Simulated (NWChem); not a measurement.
NH₃Te; SMILES N[TeH]

Results from NWChem. The geometry was optimised at PBE0/def2-SVP. def2 effective core potentials on Te; no spin-orbit coupling. Ions are spin-unrestricted doublets at the neutral geometry; other ion states weren't tried. Functional: LC-ωPBE (HJS hole) with def2-SVP; rows give the range parameter ω in 1/bohr.

```tsv
range parameter (1/bohr)	vertical ionisation energy, ΔSCF (eV)	−ε(HOMO) (eV)	ΔSCF minus −ε(HOMO) (eV)
0.20	8.57	7.64	0.93
0.25	?	?	?
0.30	8.63	8.37	0.26
0.40	8.69	8.84	-0.15
0.50	8.74	9.12	-0.38
```

Problem. Some entries are withheld; supply them.

Solution. 
- 0.25, vertical ionisation energy, ΔSCF (eV): 8.60
- 0.25, −ε(HOMO) (eV): 8.05
- 0.25, ΔSCF minus −ε(HOMO) (eV): 0.55
